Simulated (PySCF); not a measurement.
ClGe, SMILES [Cl][Ge] (connectivity only; charge and spin as stated), charge +1, multiplicity 1. Atoms are numbered in the order given.

```xyz
2

Cl     0.0000     0.0000    -1.3563
Ge     0.0000     0.0000     0.7205
```
Charge +1, spin multiplicity 1.

Geometry: B3LYP-D3(BJ)/def2-TZVP. The spin state was assumed, not searched.

These are HF/def2-TZVPD in PySCF values and carry that method's errors.

Mulliken values depend strongly on the basis, most of all with diffuse functions as here. ESP charges are fitted to the potential on shells at 1.4 to 2.0 van der Waals radii. Atomic charges (e):

```json
[
 {"atom": "Cl1", "Mulliken": "-0.17", "ESP fit": "0.06"},
 {"atom": "Ge2", "Mulliken": "1.17", "ESP fit": "0.94"}
]
```
